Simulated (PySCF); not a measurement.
# How methods differ on the ionisation energy of Xe

Xe [Xe] (1S) → Xe⁺ [Kr] 4d10 5s2 5p5 (2P), as a difference of total energies. Calculation: PySCF 2.14, in aug-cc-pVTZ-PP with ECP28MDF (6s5p4d2f, 55 functions); a scalar-relativistic core potential. Correlated levels: valence: 4s2 4p6 4d10 frozen. The calculations carry no spin-orbit coupling.

```
           method  ionisation energy (eV)
              UHF                  11.465
              LDA                  12.611
              PBE                  12.328
             PBE0                  12.394
           r2SCAN                  12.428
          r2SCAN0                  12.447
          wB97M-V                  12.319
        CAM-B3LYP                  12.441
           B2PLYP                  12.342
    MP2 (valence)                  12.307
SCS-MP2 (valence)                  12.236
```

Errors of the correlated levels include the incompleteness of this basis and the frozen core.

Q: Which method comes closest to the reference value, and which is furthest?

A: The reference is 12.565 eV (measured; NIST levels, between the centres of gravity of the two terms). Closest: LDA (error 0.046 eV); furthest: UHF (error -1.100 eV).
